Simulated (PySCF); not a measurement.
# C2H3BF2O: core ionisation energies

Species: C₂H₃BF₂O.
Geometry (PBE0-D3(BJ)/def2-SVP, Å), atoms numbered from 1 in this order:
```xyz
9
C2H3BF2O angstrom
O     -1.5357    1.5280   -0.7368
C     -1.0629    0.4290   -0.6461
C     -0.2546   -0.0476    0.5297
B      1.2437   -0.3108    0.1468
F      2.2435    0.0689    0.9144
F      1.5490   -0.9498   -0.9672
H     -1.1882   -0.3230   -1.4676
H     -0.3474    0.6586    1.3656
H     -0.6462   -1.0354    0.8396
```

The calculation used PySCF, delta-SCF UKS SCAN, pcX-2 on the ionised atom, pcseg-1 elsewhere, spin-free X2C. Binding energies are ΔSCF values: E(core-ionised, relaxed orbitals) − E(ground state) at a fixed geometry, referred to the vacuum level.

Q: List the computed XPS lines with their assignment.

A: 
```csv
atom(s),bonded to,level,binding energy (eV),above the level's lowest (eV),count
O1,C (double bond),O 1s,538.51,0.00,1
C2,"O (double bond), C and H",C 1s,294.17,+2.63,1
C3,"C, 2 H and B",C 1s,291.54,0.00,1
B4,2 F and C,B 1s,199.94,0.00,1
F5/F6,B,F 1s,694.01,0.00,2
```

The listed C 1s values span 2.63 eV, from C3 (bonded to C, 2 H and B) to C2 (bonded to O (double bond), C and H).

Q: Which photon energy gives electrons from C 1s of C3 a kinetic energy of 200 eV, and what is their de Broglie wavelength?

A: hν = 291.54 + 200 = 491.54 eV, recoil neglected; λ = 12.264 Å/√(E/eV) = 0.87 Å.

Q: Express the binding energy of C 1s of C3 in atomic units and per mole.

A: 291.54 eV = 10.7139 Eh = 28129 kJ/mol.

Topologically equivalent atoms share the value of their first member; where this conformer doesn't relate them by symmetry, their own values could differ. Spin contamination (⟨S²⟩ against 0.75 for a pure doublet) is marked for B 1s of B4 (0.98), which makes this value less certain. Geometry: PBE0-D3(BJ)/def2-SVP, one conformer, isolated molecule.
